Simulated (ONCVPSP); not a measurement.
Varying the ONCV potential for P (Z = 15)

Base potential:

```json
{
 "Element": "P",
 "Generator": "ONCVPSP 4.0.1",
 "Type": "optimised norm-conserving Vanderbilt (ONCV)",
 "Functional": "LDA (Perdew-Zunger)",
 "Relativity": "scalar-relativistic",
 "Frozen core": "[Ne]",
 "Valence charge": "5",
 "Reference configuration": "3s2 3p3",
 "Partial waves": "3s: rc 1.55 bohr, ncon 4, nbas 8, qcut 3.8 1/bohr, 3 projectors, debl 3.2 Ha; 3p: rc 1.65 bohr, ncon 4, nbas 7, qcut 5.8 1/bohr, 2 projectors, debl 0.3 Ha",
 "Local potential": "polynomial inside 1.05 bohr (lpopt 3, dvloc0 0 Ha)",
 "Core correction": "none"
}
```

Cutoffs, loose and tight: the cutoffs (Ha) at which the residual kinetic energy of the hardest occupied pseudo-wave falls to 1 and 0.1 mHa per electron. They do not see the model core or the augmentation charge, which bear on the density cutoff. Test errors are all-electron minus pseudo excitation energies from the reference, over the configurations 3s2 3p2; 3s2 3p1; 3s2 3p0; 3s0 3p5. A dash means not determined; rows that change the core or the reference have their own tests.

```tsv
change	outcome	cutoff, loose	cutoff, tight	bound ghosts	GHOST(+) flags above zero	largest test error (meV)
base	generated	21 Ha	66 Ha	none	s	+132
s: nproj 1	generated	21 Ha	66 Ha	none	s	+189
s: qcut 3.9; p: qcut 6	generated	18 Ha	64 Ha	none	s	+131
p: nbas 9	generated	21 Ha	66 Ha	none	s	+131
p: rc 1.55, qcut 6.2	generated	21 Ha	66 Ha	none	s	+130
s: rc 1.94	generated	7.8 Ha	40 Ha	none	s	+164
s: rc 1.5	generated	20 Ha	68 Ha	none	s	+130
s: qcut 2.1	generated	62 Ha	74 Ha	none	s	+147
core correction Teter function, fcfact 5.75, rcfact 1.5	generated	21 Ha	66 Ha	none	s	-14
local potential polynomial inside 1.05 bohr (lpopt 3, dvloc0 2 Ha)	generated	21 Ha	66 Ha	none	s	+132
non-relativistic	generated	20 Ha	65 Ha	none	s	+136
```

Problem. What comes out with this change to the base: s: qcut 5.1?

Solution. outcome: generated; cutoff, loose: 10 Ha; cutoff, tight: 14 Ha; bound ghosts: none; GHOST(+) flags above zero: s; largest test error (meV): +123.
